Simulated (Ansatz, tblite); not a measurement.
Removing and adding an electron: Si17H24, a nanocrystal cut from cubic silicon. The state is a singlet with charge 0. Geometry: PBE-D4/def2-SVP. Ansatz, gas phase; energy differences of separate SCF runs; the oxidised species was run as a doublet alone; the reduced species was run as a doublet alone.

```xyz
41

Si    1.6404   -3.8847   -1.4800
Si   -0.2670   -0.3498   -3.1389
Si   -2.5380    0.9038    3.0134
Si   -2.1835    1.8194   -0.6979
Si   -0.5488   -1.3810    0.6135
Si    2.8408   -0.2380   -0.7507
Si    0.8616    2.0482    1.6422
Si    1.2442    2.9709   -2.0670
Si    0.0321   -3.6283    0.2250
Si   -1.9746   -1.3207    2.4869
Si   -1.6373   -0.4103   -1.2260
Si    3.4927   -2.4643   -1.1500
Si    1.7538    0.7312   -2.5982
Si   -3.6217    1.8794    1.1650
Si   -0.5745    2.1070    3.5066
Si   -0.2125    3.0130   -0.2160
Si    1.4065   -0.1776    1.1133
H     2.1203   -5.3161   -1.5022
H     1.0071   -3.5887   -2.8148
H    -0.9672    0.4641   -4.2007
H    -0.0201   -1.7294   -3.6929
H    -3.4602    0.9326    4.2109
H    -2.8555    2.4533   -1.8950
H     4.0702    0.5917   -0.4544
H     2.1314    2.8169    1.9293
H     0.5940    3.6445   -3.2507
H     2.5125    3.7166   -1.7314
H    -1.2066   -4.4227   -0.1092
H     0.6056   -4.1762    1.5092
H    -3.2242   -2.1149    2.1950
H    -1.2673   -1.9651    3.6541
H    -2.9059   -1.1834   -1.5052
H     4.4086   -2.5377   -2.3468
H     4.2569   -2.9540    0.0554
H     2.6816    0.6928   -3.7907
H    -4.8880    1.1185    0.8579
H    -3.9922    3.3070    1.4835
H    -0.9238    3.5365    3.8403
H     0.1104    1.4951    4.7038
H    -0.5820    4.4404    0.1193
H     2.0801   -0.8400    2.2942
```

The xTB rows come from tblite. Single mean-field runs in def2-TZVP are fitted with def2-universal-jkfit. HOMO above LUMO, or a gap near zero within one spin, warns that the state may not be the lowest or that an electron is smeared out.

Q: Estimate orbital energies and vertical ionisation energies and electron affinities at: GFN1-xTB; GFN2-xTB; LDA (SPW92)/def2-TZVP; PBE-D4/def2-TZVP; PBE0-D4/def2-TZVP.

A: 
| level | −HOMO (eV) | vertical IE (eV) | −LUMO (eV) | vertical EA (eV) | HOMO–LUMO gap (eV) | IE − EA (eV) | remarks |
| --- | --- | --- | --- | --- | --- | --- | --- |
| GFN1-xTB | 11.19 | 12.48 | 8.46 | 7.00 | 2.73 | 5.48 | – |
| GFN2-xTB | 8.90 | 10.32 | 5.95 | 4.44 | 2.95 | 5.88 | – |
| LDA (SPW92)/def2-TZVP | 6.25 | 7.79 | 2.31 | 0.84 | 3.93 | 6.94 | HOMO above zero (-1 doublet), gap within one spin near zero (-1 doublet) |
| PBE-D4/def2-TZVP | 6.18 | 7.79 | 2.14 | 0.78 | 4.04 | 7.01 | HOMO above zero (-1 doublet), gap within one spin near zero (-1 doublet) |
| PBE0-D4/def2-TZVP | 7.11 | 8.23 | 1.44 | 0.54 | 5.67 | 7.69 | HOMO above zero (-1 doublet) |

Relaxing the reduced species (PBE-D4/def2-SVP) changes its energy by -0.37 eV at PBE-D4/def2-TZVP, so the adiabatic electron affinity to this nearest minimum is 1.15 eV. At PBE0-D4/def2-TZVP it is 0.95 eV.     A HOMO above zero means that the electron is unbound at that level or that self-interaction error raises the level; the energy of removing that electron tells which. Raw xTB energy differences between charge states are shifted by several eV; the methods need an empirical correction for them. Sets without diffuse functions give affinities that are too small.
